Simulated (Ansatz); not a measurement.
Relaxation of CH6InN (9 atoms, charge 0, multiplicity 1), to a largest force component of 0.02 eV/Å in at most 50 steps.

All numbers below come from Ansatz, UKS PBE0-D4/def2-SVP.

```xyz
9
Properties=species:S:1:pos:R:3
C -1.062 0.933 -0.925
In 0.770 -0.123 -0.267
N 0.650 -1.294 1.392
H -1.775 0.183 -1.264
H -0.871 1.643 -1.726
H -1.477 1.452 -0.062
H 0.582 -1.925 0.568
H -0.017 -0.999 2.097
H 1.509 -1.538 1.871
```

Task: Where does it end, and by what steps?

Result: The run converged. After 12 steps the energy has fallen by 2.225 eV; In2 moved furthest, 0.88 Å.

| step | energy less start (eV) | largest force component (eV/Å) | accepted |
| --- | --- | --- | --- |
| 0 | 0.0000 | 5.098 | yes |
| 1 | -1.2115 | 2.277 | yes |
| 2 | -1.8330 | 1.067 | yes |
| 3 | -2.0980 | 0.757 | yes |
| 4 | -2.1350 | 1.504 | yes |
| 5 | -2.1824 | 0.603 | yes |
| 6 | -2.2082 | 0.305 | yes |
| 7 | -2.2200 | 0.062 | yes |
| 8 | -2.2181 | 0.157 | no |
| 9 | -2.2239 | 0.021 | yes |
| 10 | -2.2244 | 0.066 | yes |
| 11 | -2.2247 | 0.036 | yes |
| 12 | -2.2249 | 0.013 | yes |

```xyz
9
Properties=species:S:1:pos:R:3
C -0.904 0.842 -0.775
In 1.301 0.268 -0.850
N 0.554 -1.240 1.184
H -1.553 -0.046 -0.895
H -1.184 1.560 -1.565
H -1.162 1.308 0.195
H 0.364 -2.197 0.885
H -0.321 -0.863 1.547
H 1.213 -1.300 1.959
```

The run took 32 s on 2 threads of Intel(R) Xeon(R) Platinum 8488C (Sapphire Rapids), on a shared host, peak memory 0.24 GiB.
